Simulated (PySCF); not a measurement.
## Partial charges of `CS/C=C(\C)C[SiH2]P`

Species: C₅H₁₃PSSi.
Cartesian coordinates in Å at the GFN2-xTB level; atoms count from 1:
```
atom  x, y, z in Å
C1     2.576    1.400   -1.524
S2     2.310    1.091    0.246
C3     1.132   -0.212    0.106
C4     0.301   -0.595    1.074
C5     0.268    0.058    2.418
C6    -0.705   -1.672    0.823
Si7   -2.316   -0.890    0.137
P8    -1.621    0.609   -1.377
H9     1.623    1.636   -1.991
H10    3.024    0.524   -1.985
H11    3.252    2.246   -1.600
H12    1.160   -0.712   -0.850
H13    0.769   -0.570    3.155
H14   -0.761    0.204    2.746
H15    0.780    1.018    2.387
H16   -0.325   -2.383    0.089
H17   -0.911   -2.220    1.741
H18   -3.104   -0.302    1.228
H19   -3.139   -1.898   -0.538
H20   -1.430    1.636   -0.471
H21   -2.891    1.050   -1.699
```

Density: PBE0/pcSseg-1 (PySCF); schemes: Mulliken, IAO, Hirshfeld and ESP-fitted. Geometry: GFN2-xTB, one conformer, isolated molecule.

Problem. Do the Mulliken, IAO, Hirshfeld and ESP-fitted schemes agree on where the charge is lowest?

Solution. The schemes don't all agree: Mulliken C4 (-0.408); IAO C6 (-0.526); Hirshfeld C6 (-0.155); ESP-fitted C6 (-0.510).

Problem. At which atom do the 4 schemes differ most?

Solution. At C4: from -0.408 (Mulliken) to +0.233 e (ESP-fitted), 0.641 e apart.

Problem. Give the atomic charges in each scheme.

Solution. In e:

| atom | environment | Mulliken | IAO | Hirshfeld | ESP-fitted |
| --- | --- | --- | --- | --- | --- |
| C1 | S-methyl carbon | -0.386 | -0.502 | -0.118 | -0.369 |
| S2 | sulfide sulfur | +0.016 | +0.134 | +0.014 | -0.102 |
| C3 | alkene CH carbon | -0.185 | -0.306 | -0.087 | -0.351 |
| C4 | fully substituted alkene carbon | -0.408 | +0.004 | -0.005 | +0.233 |
| C5 | allylic carbon | -0.153 | -0.428 | -0.121 | -0.432 |
| C6 | sp3 carbon bound to silicon | -0.389 | -0.526 | -0.155 | -0.510 |
| Si7 | SiH2 silicon | +0.444 | +0.577 | +0.286 | +0.459 |
| P8 | three-coordinate phosphorus | -0.250 | -0.109 | -0.016 | -0.341 |
| H9 | methyl hydrogen | +0.164 | +0.161 | +0.038 | +0.126 |
| H10 | methyl hydrogen | +0.148 | +0.154 | +0.046 | +0.134 |
| H11 | methyl hydrogen | +0.149 | +0.168 | +0.053 | +0.189 |
| H12 | vinylic hydrogen | +0.122 | +0.147 | +0.038 | +0.227 |
| H13 | methyl hydrogen | +0.138 | +0.156 | +0.048 | +0.149 |
| H14 | methyl hydrogen | +0.121 | +0.143 | +0.043 | +0.146 |
| H15 | methyl hydrogen | +0.137 | +0.152 | +0.033 | +0.124 |
| H16 | methylene hydrogen | +0.156 | +0.157 | +0.045 | +0.151 |
| H17 | methylene hydrogen | +0.147 | +0.152 | +0.044 | +0.167 |
| H18 | Si–H hydrogen | -0.052 | -0.121 | -0.081 | -0.130 |
| H19 | Si–H hydrogen | -0.053 | -0.111 | -0.079 | -0.090 |
| H20 | P–H hydrogen | +0.073 | +0.004 | -0.009 | +0.132 |
| H21 | P–H hydrogen | +0.061 | -0.008 | -0.014 | +0.088 |

Mean size of the charges over all atoms: ESP-fitted 0.222 e, IAO 0.201 e, Mulliken 0.179 e, Hirshfeld 0.065 e. Each set sums to the total charge, 0, to within 0.001 e. The IAO scheme counts the electrons in orthogonalised intrinsic atomic orbitals, a minimal basis polarised so that it spans the occupied orbitals exactly. The ESP scheme is a least-squares fit of atom-centred charges to the potential on four shells outside the van der Waals surface, with the total charge fixed.

Problem. How closely do the schemes follow one another over all atoms?

Solution. Correlation coefficient and root-mean-square difference: IAO with Hirshfeld 0.95, 0.176 e; IAO with ESP-fitted 0.92, 0.105 e; Mulliken with IAO 0.86, 0.131 e; Hirshfeld with ESP-fitted 0.85, 0.185 e; Mulliken with Hirshfeld 0.82, 0.152 e; Mulliken with ESP-fitted 0.77, 0.166 e.

Problem. How many electrons does the Mulliken scheme count on C3?

Solution. Z − q = 6 − (-0.185) = 6.185.

Problem. Sum the charges by element, for elements with more than one atom.

Solution. 
```
element  atoms  Mulliken     IAO  Hirshfeld  ESP-fitted
      C      5    -1.520  -1.758     -0.487      -1.429
      H     13    +1.310  +1.156     +0.203      +1.413
```
